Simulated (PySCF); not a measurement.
## State search for ZnBi

Unrestricted PBE0; PySCF, scalar-relativistic core potentials, basis sets Zn cc-pVDZ-PP with ECP10, Bi cc-pVDZ-PP with ECP60. Outer shells of the fragments: Zn 3d10 4s2; Bi 5d10 6s2 6p3.

Followed along the bond (rough minima from three points):

```json
{"2Ms+1": "4", "unpaired": "σ ↑, π ↑↑", "⟨S²⟩ at the start": "3.76", "R at minimum (Å)": "2.92", "Te (eV)": "0.00"}
{"2Ms+1": "2", "unpaired": "σ ↓, π ↑↑", "⟨S²⟩ at the start": "1.76", "R at minimum (Å)": "2.79", "Te (eV)": "0.37"}
{"2Ms+1": "2", "unpaired": "σ ↑, π ↑↓", "⟨S²⟩ at the start": "1.76", "R at minimum (Å)": "2.84", "Te (eV)": "0.52"}
{"2Ms+1": "2", "unpaired": "π ↑", "⟨S²⟩ at the start": "0.76", "R at minimum (Å)": "2.55", "Te (eV)": "0.55"}
{"2Ms+1": "2", "unpaired": "σ ↑", "⟨S²⟩ at the start": "0.76", "R at minimum (Å)": "2.80", "Te (eV)": "1.38"}
```

Solutions found at the starting distance of 2.650 Å, counted from the lowest of them; the search is not exhaustive and high or unbound solutions are not listed, so other states can lie among these:

```tsv
2Ms+1	unpaired	term	E (eV)	⟨S²⟩	⟨Lz²⟩	μ (D)
4	σ ↑, π ↑↑	⁴Σ⁻	0.00	3.76	0.00	0.31
2	σ ↓, π ↑↑	mixed	0.31	1.76	0.00	0.08
2	σ ↑, π ↑↓	mixed	0.47	1.76	2.01	0.23
2	π ↑	²Π	0.50	0.76	1.01	-2.45
2	σ ↑	mixed	1.32	0.76	2.00	0.40
2	π ↑	²Π	2.64	0.75	1.00	4.05
4	π ↑↑↑	⁴Π	2.90	3.75	1.00	1.85
4	σ ↑↑, π ↑	⁴Π	2.91	3.76	1.02	-1.80
4	π ↑↑↑	⁴Π	9.80	3.75	1.00	0.22
4	π ↑↑, δ ↑	⁴Δ	9.88	3.76	4.00	0.04
```

A term symbol is given only where ⟨S²⟩ and ⟨Lz²⟩ are close to those of a pure state; real π, δ and φ orbitals otherwise mix terms. A positive dipole means Zn(−)Bi(+).

**Question.** Compare the gap between the two lowest followed solutions at the starting distance with the gap between their minima.

**Answer.** At PBE0 the second solution (Ms = 0.5 of mixed spin, unpaired electrons σ ↓, π ↑↑) lies +0.31 eV from the first (quartet, unpaired electrons σ ↑, π ↑↑) at 2.650 Å and +0.37 eV at the minima; the two curves relax by different amounts, since their minima lie near 2.79 and 2.92 Å.

These are scalar-relativistic numbers at best; spin–orbit coupling would shift them, the dissociation energy most. Counting both spins, an empty level lies below a filled one in some of these solutions, because spin and occupation are held.
